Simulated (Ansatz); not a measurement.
Reaction (ligand exchange at the Si–O bond): `O[SiH](Cl)O[Si](O)(F)F` + `[NH2][GeH2][OH]` → `[OH][GeH2][NH][SiH](O)Cl` + `O[Si](O)(F)F`

Program: Ansatz. Geometries: PBE0-D4/def2-TZVP. ΔE: electronic, gas phase. CCSD(T)/CBS adds triple-zeta CCSD(T) − MP2 to the extrapolated MP2 energy (def2 sets, frozen cores). Functionals use def2-TZVPP. B3LYP here is the variant with VWN-RPA as its local correlation; programs differ in this. For Ge outer-core shells are correlated without core-valence functions, which leaves a few kJ/mol of doubt a bond. Scalar relativity is left out up to krypton. Each species was taken in one conformer, which may not be the lowest.

```
             level  ΔE (kJ/mol)  difference from CCSD(T)/CBS
            PBE-D4         32.2                         -5.2
         r2SCAN-D4         38.2                          0.8
           PBE0-D4         34.7                         -2.7
          B3LYP-D4         40.3                          2.9
           ωB97X-V         38.2                          0.8
           ωB97M-V         36.8                         -0.6
            B2PLYP         39.6                          2.2
               PBE         32.9                         -4.5
            r2SCAN         38.2                          0.8
              PBE0         35.1                         -2.3
             B3LYP         41.6                          4.2
     HF/def2-TZVPP         54.0                         16.6
    MP2/def2-TZVPP         34.5                         -2.9
SCS-MP2/def2-TZVPP         38.8                          1.4
   CCSD/def2-TZVPP         39.5                          2.1
CCSD(T)/def2-TZVPP         36.7                         -0.7
     HF/def2-QZVPP         56.2                         18.8
    MP2/def2-QZVPP         35.6                         -1.8
SCS-MP2/def2-QZVPP         39.9                          2.5
      HF/CBS(def2)         56.5                         19.1
     MP2/CBS(def2)         35.2                         -2.2
    CCSD/CBS(def2)         40.2                          2.8
       CCSD(T)/CBS         37.4                            0
```

Largest T1 diagnostic among the species: 0.011.

In def2-TZVPP, CCSD(T) changes the Hartree–Fock value by −17.3 kJ/mol (the triples alone add −2.8 kJ/mol) and MP2 by −19.5 kJ/mol.
